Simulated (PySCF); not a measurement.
CH3BrCdS, SMILES C[S][Cd][Br]. Atoms are numbered in the order given.

```xyz
7

Cd     0.1795     0.1814     0.0000
Br    -0.1686    -2.2285     0.0000
S      0.5498     2.5084     0.0000
C     -1.1661     3.1810     0.0000
H     -1.7324     2.8930     0.9060
H     -1.0510     4.2825     0.0000
H     -1.7324     2.8930    -0.9060
```
Charge 0, spin multiplicity 1.

Geometry: PBE-D3(BJ)/def2-SVP. The structure was generated by enumeration; whether it is a known compound was not checked. The def2 effective core potentials stand for the cores of Cd; spin–orbit coupling is left out. One conformer was computed; it need not be the lowest.

Level of theory: PBE-D3(BJ)/def2-SVP in PySCF 2.14.0.

Frequencies are harmonic and unscaled.

Computed vibrational spectrum:
```
mode  ν (cm⁻¹)  IR (km/mol)   moving atoms (share of kinetic energy)
----  --------  -----------  ---------------------------------------
1           56          2.4          Cd 39 %, C 24 %, Br 22 %, H 9 %
2           70          4.2         Cd 43 %, S 32 %, Br 16 %, H 10 %
3          131          1.4                                   H 90 %
4          161          2.2  C 41 %, S 21 %, H 17 %, Cd 13 %, Br 8 %
5          236          6.1                 Br 54 %, S 25 %, Cd 18 %
6          362         32.6                          S 59 %, Cd 34 %
7          684          2.1                    C 60 %, S 31 %, H 9 %
8          922          6.4                           H 84 %, C 14 %
9          933         12.9                           H 82 %, C 16 %
10        1284         20.9                           H 87 %, C 12 %
11        1400          7.1                                   H 95 %
12        1406         11.4                                   H 95 %
13        2982         20.5                                   H 98 %
14        3086          2.2                           H 90 %, C 10 %
15        3091          3.0                           H 90 %, C 10 %
```
